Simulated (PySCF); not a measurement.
C2H8ClNSi, SMILES N[Si](C)(Cl)C. The structure is a stationary point at PBE-D3(BJ)/def2-SVP. Other conformers were not sampled.

Problem. Give the equilibrium geometry at PBE-D3(BJ)/def2-SVP (PySCF confirms it by a frequency run) as Cartesian coordinates in Å, and its point group. (An estimate is asked for; the answer gives what the named calculation found.)

Solution. This is not unique; one that fits is point group Cs.
```xyz
13

C     -0.8657     0.8614    -1.5729
Si    -0.3482    -0.0192     0.0000
C     -0.8657     0.8614     1.5729
N     -1.0408    -1.6141     0.0000
Cl     1.7746    -0.0391     0.0000
H     -1.9697     0.9514    -1.6235
H     -0.5182     0.3096    -2.4698
H     -0.4238     1.8768    -1.6133
H     -0.5182     0.3096     2.4698
H     -1.9697     0.9514     1.6235
H     -0.4238     1.8768     1.6133
H     -0.8976    -2.1909     0.8345
H     -0.8976    -2.1909    -0.8345
```
Charge 0, spin multiplicity 1.
